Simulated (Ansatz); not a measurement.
Ideal-gas functions of F2HOSn (`[OH][Sn]([F])[F]`) radical at 500 K and 1 bar, from an Ansatz frequency run at PBE0-D4/def2-TZVP.

Molar mass 173.71 g/mol, point group C1 (symmetry number 1), electronic degeneracy 2, moments of inertia 107.986, 110.839, 175.625 u Å². Harmonic wavenumbers (cm⁻¹, unscaled): 107, 153, 184, 211, 595, 608, 620, 837, 3850.

Use S(trans) = R[1.5 ln M + 2.5 ln T − 1.1517]; rotational temperatures θ = 24.2544 K / I; S(rot) = R[ln(√π/σ · √(T³/θAθBθC)) + 1.5]; for each mode x = 1.438777 ν̃/T, S = R[x/(eˣ − 1) − ln(1 − e⁻ˣ)] and H = RT x/(eˣ − 1); 1 cm⁻¹ = 0.0119627 kJ/mol; R = 8.31446 J/(mol·K).

Task: By hand: the entropy, in J/(mol·K).

Result: Translation 183.9. Rotation: θ = 0.2246, 0.2188, 0.1381 K, giving 115.5. Vibration, mode by mode: 18.14, 15.20, 13.70, 12.59, 4.79, 4.65, 4.52, 2.76, 0.00, in all 76.4. Electronic 5.8. Sum 381.6 J/(mol·K).

Task: By hand: H − E and G − E in kJ/mol, counted from the electronic energy.

Result: Zero-point energy ½ × 7165 × 0.0119627 = 42.9; thermal vibration 18.6; translation, rotation and pV give 4 RT = 16.6. H − E = 78.1 kJ/mol, and G − E = 78.1 − 500 × 381.6/1000 = -112.7 kJ/mol.

Vibration gives 20 % of the entropy, 18.1 J/(mol·K) of it from the mode under 150 cm⁻¹: soft modes count most, and the harmonic formula is weakest for them. The sum counts one conformer and one mirror image; others add a mixing term.
